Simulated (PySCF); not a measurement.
Compound: C5H14N2Si.
Structure used (PBE0-D3(BJ)/def2-SVP), in Å, numbered top down from 1:
```
atom  x, y, z in Å
N1    -2.9092    1.0304   -0.3712
C2    -2.1025    0.2282    0.5241
C3    -0.9763   -0.4747   -0.2174
C4    -0.2057   -1.4686    0.6626
C5     1.2253   -1.3804    0.1490
N6     1.3601    0.0246   -0.1735
Si7    2.8552    0.8900   -0.2544
C8     0.1128    0.4906   -0.7519
H9    -2.3523    1.7822   -0.7735
H10   -3.6675    1.4814    0.1351
H11   -2.7528   -0.5391    0.9789
H12   -1.6494    0.7909    1.3722
H13   -1.4321   -1.0030   -1.0702
H14   -0.6226   -2.4856    0.6149
H15   -0.2340   -1.1386    1.7144
H16    1.9755   -1.6882    0.8952
H17    1.3570   -2.0371   -0.7376
H18    2.5584    2.3417   -0.0487
H19    3.7477    0.3710    0.8269
H20    3.6047    0.7711   -1.5526
H21   -0.0756    1.5385   -0.4527
H22    0.1227    0.4744   -1.8601
```

All values: PBE0/pcSseg-1 (PySCF, non-relativistic), on one gas-phase PBE0-D3(BJ)/def2-SVP geometry that isn't relaxed in the solvent. The solvent is an IEF-PCM continuum (van der Waals radii × 1.2). Only the electrostatic response of the medium enters.

```json
{"run": "gas", "E − E(gas) (kcal/mol)": "0.00", "HOMO (eV)": "-6.26", "HOMO–LUMO gap (eV)": "7.07", "dipole (D)": "1.16"}
{"run": "P", "E − E(gas) (kcal/mol)": "-4.52", "HOMO (eV)": "-6.18", "HOMO–LUMO gap (eV)": "7.05", "dipole (D)": "1.40"}
{"run": "Q", "E − E(gas) (kcal/mol)": "-3.24", "HOMO (eV)": "-6.19", "HOMO–LUMO gap (eV)": "7.05", "dipole (D)": "1.33"}
```

Q: The runs were made in chloroform and methanol. Which run belongs to which solvent?

A: P = methanol, Q = chloroform. The dielectric constants are 4.711 (chloroform), 32.61 (methanol), and the energy falls further as ε rises. In this model the ground state sees the solvent through ε alone.

Q: How constant is the ratio of the lowering to (ε − 1)/(2ε + 1)?

A: 
| solvent | (ε − 1)/(2ε + 1) | E − E(gas) (kcal/mol) | ratio (kcal/mol) | polarisation term (kcal/mol) |
| --- | --- | --- | --- | --- |
| chloroform | 0.356 | -3.24 | -9.1 | -3.48 |
| methanol | 0.477 | -4.52 | -9.5 | -5.01 |

The ratio changes by +4.3 % in size from chloroform to methanol. The polarisation term is half the interaction of the solute with the induced surface charges.
